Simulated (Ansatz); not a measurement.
`[Cl][Hf]([Cl])([Cl])[TeH]`, 6 atoms. Charge 0, multiplicity 1. Correlated methods include outer-core shells of Hf, Te, which these sets cover unevenly. Hf, Te: def2 effective core potential. All runs use 4 threads of an Intel Xeon Platinum 8559C on a shared host. Correlated methods freeze the cores.

**Question.** How many basis functions does each run have, and how long does it take in Ansatz? RHF-CCSD(T)/def2-SVP energy; RKS ωB97M-V/def2-SVP energy; RKS ωB97M-V/def2-QZVPP energy; RKS r2SCAN0-D4/def2-TZVPP energy; RHF-MP2/def2-TZVPP energy; RKS B97M-V/def2-TZVPP energy; RKS PBE0-D4/def2-TZVP frequencies; RKS PBE0-D4/def2-TZVPP energy; RKS PBE0-D4/def2-TZVP relaxation (18 steps); RKS B3LYP-D4/def2-TZVPP energy and forces; RKS PBE0-D4/def2-SVP energy; direct RPA on PBE orbitals/def2-TZVPP energy. (Best estimate.)

**Answer.** Ansatz gave: Other jobs shared the machine, so times are rough.

```json
{"level": "RKS PBE0-D4/def2-SVP", "job": "energy", "functions": "117", "wall time": "1.8 s", "peak host memory (GiB)": "0.46"}
{"level": "RKS PBE0-D4/def2-TZVPP", "job": "energy", "functions": "246", "wall time": "3 s", "peak host memory (GiB)": "1"}
{"level": "RHF-MP2/def2-TZVPP", "job": "energy", "functions": "246", "wall time": "3.5 s", "peak host memory (GiB)": "0.72"}
{"level": "RKS B3LYP-D4/def2-TZVPP", "job": "energy and forces", "functions": "246", "wall time": "4.5 s", "peak host memory (GiB)": "1"}
{"level": "RKS r2SCAN0-D4/def2-TZVPP", "job": "energy", "functions": "246", "wall time": "4.8 s", "peak host memory (GiB)": "1.1"}
{"level": "RKS B97M-V/def2-TZVPP", "job": "energy", "functions": "246", "wall time": "6 s", "peak host memory (GiB)": "0.55"}
{"level": "direct RPA on PBE orbitals/def2-TZVPP", "job": "energy", "functions": "246", "wall time": "6 s", "peak host memory (GiB)": "0.73"}
{"level": "RKS ωB97M-V/def2-SVP", "job": "energy", "functions": "117", "wall time": "7 s", "peak host memory (GiB)": "0.47"}
{"level": "RHF-CCSD(T)/def2-SVP", "job": "energy", "functions": "117", "wall time": "7.5 s", "peak host memory (GiB)": "0.66"}
{"level": "RKS ωB97M-V/def2-QZVPP", "job": "energy", "functions": "403", "wall time": "17 s", "peak host memory (GiB)": "2.3"}
{"level": "RKS PBE0-D4/def2-TZVP", "job": "relaxation (18 steps)", "functions": "207", "wall time": "60 s", "peak host memory (GiB)": "0.78"}
{"level": "RKS PBE0-D4/def2-TZVP", "job": "frequencies", "functions": "207", "wall time": "110 s", "peak host memory (GiB)": "0.77"}
```

B3LYP here is the variant with VWN-RPA as its local correlation; programs differ in this.
